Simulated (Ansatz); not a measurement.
C$_{2}$H$_{2}$F$_{2}$Si (`F[Si]1(F)C=C1`). The species carries charge 0 and has multiplicity 1. Geometry: relaxed with PBE0-D4/def2-TZVP.

```xyz
7

F     0.077    1.877   -1.204
Si    0.508    0.557   -0.449
F     2.068    0.473   -0.693
C    -0.323   -0.113    0.949
C    -0.539   -0.832   -0.186
H    -0.671   -0.235    1.968
H    -1.119   -1.727   -0.385
```

Question: What is the dipole moment at B3LYP/def2-TZVPP? (An estimate is asked.)

Answer: Computed: 2.01 D, with components (-1.16, -1.27, 1.03) D in this frame, pointing from negative to positive charge.

Question: And with PBE, r2SCAN, ωB97M-V? (Estimate.)

Answer: Ansatz gave: PBE 1.95 D, r2SCAN 1.98 D, ωB97M-V 1.98 D.

Question: Give the Mulliken charges with B3LYP, PBE, ωB97M-V in def2-TZVPP. (An estimate is asked.)

Answer: The calculation gave: 
```csv
atom,B3LYP,PBE,ωB97M-V
F1,-0.31,-0.27,-0.30
Si2,0.78,0.65,0.77
F3,-0.31,-0.27,-0.30
C4,-0.21,-0.17,-0.22
C5,-0.21,-0.17,-0.22
H6,0.13,0.11,0.13
H7,0.13,0.11,0.13
```

B3LYP here is the variant with VWN-RPA as its local correlation; programs differ in this.
